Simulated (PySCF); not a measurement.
Frontier orbitals and the lowest excitations

Compound: C6H10BP.
Cartesian coordinates in Å at the PBE0-D3(BJ)/def2-SVP level; atoms count from 1:
```
atom  x, y, z in Å
B1     2.925    0.628    0.272
P2     1.685   -0.771   -0.154
C3    -0.085   -0.374   -0.076
C4    -0.787   -0.521    1.125
C5    -2.124   -0.140    1.202
C6    -2.766    0.395    0.086
C7    -2.066    0.552   -1.110
C8    -0.729    0.172   -1.192
H9     2.638    0.925    1.422
H10    4.024    0.112    0.137
H11    2.666    1.497   -0.548
H12    1.809   -1.342   -1.445
H13    1.767   -1.944    0.638
H14   -0.290   -0.934    2.007
H15   -2.668   -0.261    2.142
H16   -3.815    0.693    0.149
H17   -2.565    0.973   -1.986
H18   -0.186    0.303   -2.132
```

The calculation used TDDFT PBE0/def2-SVPD, vertical, gas phase, core orbitals frozen in the response (PySCF 2.14.0, density-fitted response routines).

Frontier orbitals with the atoms that hold most of them (Löwdin shares over 4%, at most four atoms; ? is withheld):

```csv
orbital,ε (eV),atoms
HOMO-3,-8.33,"B1 40%, H9 26%, H11 11%, P2 9%"
HOMO-2,-8.33,"B1 40%, H10 20%, H11 19%, P2 9%"
HOMO-1,-7.92,?
HOMO,?,?
LUMO,-1.18,"C3 21%, C6 20%, C8 11%, C4 11%"
LUMO+1,-0.92,"C7 18%, C5 18%, C4 18%, C8 17%"
LUMO+2,0.21,"P2 24%, H13 11%, H12 11%, B1 7%"
```

Give the leading atoms of the HOMO-1.

C4 (bonded to 2 C and H) 20%; C8 (bonded to 2 C and H) 20%; C7 (bonded to 2 C and H) 19%; C5 (bonded to 2 C and H) 19%.

Which atoms hold the HOMO, and with what shares?

C3 (bonded to 2 C and P) 19%; C6 (bonded to 2 C and H) 18%; B1 (bonded to P and 3 H) 11%; P2 (bonded to B, C and 2 H) 9%. By element: carbon 36% or more, boron 11%, phosphorus 9%.

What is the HOMO energy, and the HOMO–LUMO gap?

ε(HOMO) = -7.67 eV; the gap is 6.49 eV (0.2385 hartree).

Within 0.005 eV of a neighbour in this list lie HOMO-3/HOMO-2 (point group found: Cs); within a degenerate set the shares of single atoms can hang on how the components are chosen.

How does S1 compare with the orbital gap of 6.49 eV?

S1 is at 5.30 eV (f = 0.0012), 1.19 eV below the gap, made of HOMO→LUMO+1 (49%), HOMO-1→LUMO (48%). Its leading pair isn't HOMO and LUMO; the energies of that pair differ by 6.75 eV. Without the coupling terms of the response equations the lowest excitation would equal the gap.

Next come S2 at 5.77 eV (f 0.181), HOMO→LUMO (83%), HOMO-1→LUMO+1 (15%); S3 at 6.18 eV (f 0.0025), HOMO-3→LUMO (77%), HOMO-2→LUMO (13%); S4 at 6.23 eV (f 0.0083), HOMO-2→LUMO (83%), HOMO-3→LUMO (14%); S5 at 6.46 eV (f 0.095), HOMO→LUMO+1 (34%), HOMO-1→LUMO (22%), HOMO-2→LUMO+1 (16%).

Löwdin shares depend on the basis, the more so with diffuse functions.

One conformer stands for the species.
